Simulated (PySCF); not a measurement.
NMR data simulated for an unnamed compound:

¹H NMR (500 MHz, computed): δ 5.03 (m, 1H), 4.50 (m, 1H), 4.46 (m, 1H), 4.26 (m, 1H), 4.17 (m, 1H), 2.81 (m, 1H), 1.58 (m, 1H), 1.38 (m, 1H), 0.67 (m, 1H), 0.25 (m, 1H), -0.17 (m, 1H).

¹³C{¹H} NMR (computed): δ 88.6 (CH), 32.8 (CH2), 6.1 (CH2), -14.1 (CH2).

- σ from GIAO-PBE0/pcSseg-1
- GFN2-xTB structure
- program: PySCF 2.14.0 with density-fitted response routines
- relativity neglected, one computed conformer, no solvent model

References, each an isolated molecule treated in the same way: TMS for ¹H (σ = 31.72 ppm), ¹³C (σ = 186.93 ppm).

Which of these does the molecule contain: an aldehyde, a carboxylic acid, a Si–H bond, a methoxy group?

Results:


- An aldehyde: no.
- A carboxylic acid: no.
- A Si–H bond: yes (δH 4.26 (m), 4.46 (m)).
- A methoxy group: no.

The data belong to `F[C@H]1CC[SiH2]C[SiH2]1`, C$_{4}$H$_{11}$FSi$_{2}$; they needn't prove each group on their own.

Carbon signals by region: 1 at 50–100 ppm, 3 below 50 ppm.

Splittings by ¹⁹F in the carbon and heteronuclear signals aren't shown, as no couplings were computed. Shifts are as computed. Against solution values, carbons near 30 ppm lie about +3 ppm off and those near 130 ppm about +5 ppm. Of 1211 compounds with measured shifts, 218 miss one by over three times the rms of a fit or turn the order of signals round; such compounds aren't used in these exercises. No couplings were computed; multiplicities are counted from neighbouring protons, with m where these are inequivalent, close in shift, in a saturated or five-membered ring or joined by F or P, and br s for small geminal =CH2 splittings.
